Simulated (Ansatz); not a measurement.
A run for Ansatz (a first-principles code): U-CCSD(T)/def2-TZVPP on SeCl, 2S+1 = 2, a spin state set in the input, which need not be the lowest, a point of a bond scan (R = 2.120 Å).

Ansatz 0.2 input:
```yaml
crystal:
  periodic: [false, false, false]
  atoms:
    - {symbol: Cl, position_ang: [0.00000000, 0.00000000, 0.00000000]}
    - {symbol: Se, position_ang: [0.00000000, 0.00000000, 2.11969300]}
basis:
  gaussian:
    orbitals: def2-TZVPP
magnetization: {spin_polarized: true, initial_magnetization: 1}
correlation: {method: ccsd_t, electrons: valence}
output: {orbitals: {seedname: ./end}}
```

Program output:

```
WARN ansatz: RAYON_NUM_THREADS=1 ignored (pool sized by the plan → 1); use --threads N
Functional definition: HF
integrals: 0.13 GiB planned
575 factors; integrals over basis functions are off by at most 8.2e-4 eV
mean field: 0.32 GiB planned
mean field evaluation 1: about -77805.9498 eV, gradient 8.4e0 eV
mean field evaluation 2: about -77806.0772 eV, gradient 8.7e0 eV
mean field evaluation 4: about -77806.6957 eV, gradient 1.6e0 eV
mean field evaluation 8: about -77806.7482 eV, gradient 3.5e-1 eV
mean field evaluation 16: about -77806.7521 eV, gradient 9.0e-6 eV
mean field evaluation 32: about -77806.7521 eV, gradient 4.4e-4 eV
mean field evaluation 64: about -77802.1206 eV, gradient 1.0e1 eV
mean field evaluation 96: about -77803.8177 eV, gradient 8.3e-2 eV
mean field evaluation 128: about -77803.8327 eV, gradient 4.4e-2 eV
mean field evaluation 160: about -77803.8072 eV, gradient 7.9e-1 eV
mean field evaluation 192: about -77803.8328 eV, gradient 4.6e-4 eV
mean field -77806.75210660 eV, -2859.3454006068 hartree, gradient 9.0e-6 eV, S^2 0.762889; 4 other end points of the search recorded, 0 dependent functions left out
determinant -77806.75210660 eV, -2859.3454006068 hartree, with singles and doubles -77819.03300683 eV, -2859.7967153660 hartree
determinant -77803.83276001 eV, -2859.2381165985 hartree, with singles and doubles -77815.98007698 eV, -2859.6845222632 hartree
determinant -77803.81802940 eV, -2859.2375752585 hartree, with singles and doubles -77816.02154037 eV, -2859.6860460148 hartree
14 core orbitals not correlated
reference -77806.75210660 eV, -2859.3454006068 hartree; 12, 11 occupied and 64, 65 virtual orbitals, 575 factors
second order -11.63665692 eV of doubles, -0.00000000 eV of singles
coupled cluster: 0.37 GiB planned
cycle   1  -12.28055377 eV  change    3.5e-4 eV  update   1.4e-3
cycle   2  -12.28176877 eV  change   -1.2e-3 eV  update   9.6e-4
cycle   3  -12.28088908 eV  change    8.8e-4 eV  update   4.4e-4
cycle   4  -12.28108563 eV  change   -2.0e-4 eV  update   1.8e-4
cycle   5  -12.28132930 eV  change   -2.4e-4 eV  update   5.7e-5
cycle   6  -12.28138846 eV  change   -5.9e-5 eV  update   1.4e-5
cycle   7  -12.28137507 eV  change    1.3e-5 eV  update   5.2e-6
perturbative correction -0.49847388 eV, -0.0183185771 hartree
Total energy: -77819.53195555 eV, -2859.8150513932 hartree
```

The run converged.

Cost: very roughly 40 core-seconds.
